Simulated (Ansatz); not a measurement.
Two members of one family (Same ligands, another metal), computed with Ansatz in the gas phase. The two geometries come from different levels. HOMO and LUMO are taken over both spins. Binding counts from free atoms in the multiplicity of their measured ground term, without zero-point energy. Names give formal oxidation states. The structures are stationary points that may keep the symmetry of their start. Remarks come from the PBE and PBE0 runs and from stability tests at other levels; not every state was tested.

First: Cr(SH)2 (quintet, charge 0, PBE-D4/def2-TZVP geometry).

```xyz
5

Cr   -0.0006   -0.0015    0.0031
S    -1.8792   -0.2270   -1.2226
H    -2.5969   -0.8181   -0.2316
S     1.8809    0.2291    1.2232
H     2.5957    0.8174    0.2278
```

```json
{"level": "PBE-D4/def2-SVP", "HOMO (eV)": "-5.49", "LUMO (eV)": "-4.46", "gap (eV)": "1.03", "binding per atom (eV)": "2.74"}
{"level": "PBE-D4/def2-TZVP", "HOMO (eV)": "-5.66", "LUMO (eV)": "-4.65", "gap (eV)": "1.01", "binding per atom (eV)": "2.74"}
{"level": "r2SCAN-D4/def2-TZVP", "HOMO (eV)": "-6.05", "LUMO (eV)": "-4.66", "gap (eV)": "1.40", "binding per atom (eV)": "2.67"}
{"level": "PBE0-D4/def2-SVP", "HOMO (eV)": "-7.05", "LUMO (eV)": "-3.68", "gap (eV)": "3.37", "binding per atom (eV)": "2.59"}
{"level": "PBE0-D4/def2-TZVP", "HOMO (eV)": "-7.28", "LUMO (eV)": "-3.71", "gap (eV)": "3.58", "binding per atom (eV)": "2.61"}
```

Metal–donor distances: 2 × S 2.25 Å. Remarks: spin-contaminated (⟨S²⟩ up to 6.18), restricted SCF unstable in HF (singlet), spin-contaminated (⟨S²⟩ up to 3.02) (triplet).

Second: Cu(SH)2 (doublet, charge 0, PBE0-D4/def2-TZVP geometry).

Cartesian coordinates in Å:
```
Cu -0.004 0.001 -0.003
S 1.030 -1.163 -1.436
H 1.700 -0.128 -1.977
S -1.034 1.163 1.433
H -1.693 0.127 1.984
```

Question: Estimate how these quantities change from the first to the second (second minus first).

Answer: 
| level | Δ HOMO (eV) | Δ LUMO (eV) | Δ gap (eV) | Δ binding per atom (eV) |
| --- | --- | --- | --- | --- |
| PBE-D4/def2-SVP | -0.48 | -0.78 | -0.30 | 0.00 |
| PBE-D4/def2-TZVP | -0.57 | -0.84 | -0.27 | -0.06 |
| r2SCAN-D4/def2-TZVP | -0.54 | -0.83 | -0.29 | 0.00 |
| PBE0-D4/def2-SVP | 0.12 | -0.97 | -1.09 | -0.03 |
| PBE0-D4/def2-TZVP | 0.17 | -1.13 | -1.29 | -0.09 |

Metal–donor distances: 2 × S 2.12 Å.
